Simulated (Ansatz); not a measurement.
Harmonic frequencies (cm⁻¹) at PBE0-D4/def2-TZVP from Ansatz: 10, 52, 80, 96, 206, 362, 365, 430, 447, 762, 875, 876, 2160, 2175, 2181.

(1) Which molecule is it?
A. `[CH3][In]([Cl])[I]`
B. `[NH2][InH][OH]`
C. `[OH][In]([SH])[SH]`
D. `[Cl][In]([Cl])[GeH3]`

## Answers

(1) D.
